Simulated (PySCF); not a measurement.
Se³⁰⁺: ionisation energy

Se³⁰⁺ [He] 2s2 → Se³¹⁺ [He] 2s1 [2s1/2^1, M_J = 1/2], as a difference of total energies. Calculation: PySCF 2.14, in an uncontracted even-tempered set (17 s from 11 bohr⁻², ratio 2.4; 11 p from 14 bohr⁻², ratio 2.4; 5 d from 46 bohr⁻², ratio 2.6; 4 f from 69 bohr⁻², ratio 2.6); the two-component X2C-1e Hamiltonian. Correlated levels: nothing frozen; the 28 highest virtual spinors dropped. "Screened" scales the spin-orbit matrix elements by Boettger's factors to mimic the two-electron term; Breit and QED terms are absent.

```tsv
method	ionisation energy (eV)
GHF (screened spin-orbit)	3501.6
GMP2 (screened spin-orbit)	3507.0
```

Problem. How much does correlation contribute at GMP2 (screened spin-orbit)?

Solution. 3507.0 − (3501.6) = 5.4 eV, measured against GHF (screened spin-orbit).

For this ion Breit and QED terms and the two-electron picture change, all absent here, outweigh the correlation shift from GHF to GMP2.

For comparison: 3507 ± 3 eV (semi-empirical (NIST evaluation); NIST Atomic Spectra Database, ionization energies).
